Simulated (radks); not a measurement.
The samarium ion Sm55+, [He] 2s2 2p3. All-electron calculation, non-relativistic Kohn-Sham, PBE, spin-polarised, spherical densities, point nucleus. Program: a radial shooting solver on a logarithmic mesh with Libxc functionals. Every spin shell is full or empty, so the densities are truly spherical. Functionals are evaluated on that one density, not self-consistently. Rank these orbital-free kinetic functionals by their error against the exact value of the orbitals, and give that value: Thomas-Fermi, TF + vW, TF + vW/9, TF + vW/5, LC94, revAPBEK, Pearson, LKT, PG1, DePristo-Kress.

Answer. Exact: 5980.78 hartree. From best to worst, with 100 (|E| - |E exact|)/|E exact| (equal figures are ties): LC94 -0.04, TF + vW/9 -0.45, DePristo-Kress -0.46, revAPBEK +0.48, Pearson -2.53, TF + vW/5 +5.52, Thomas-Fermi -7.91, PG1 +30.07, LKT +35.93, TF + vW +59.24.
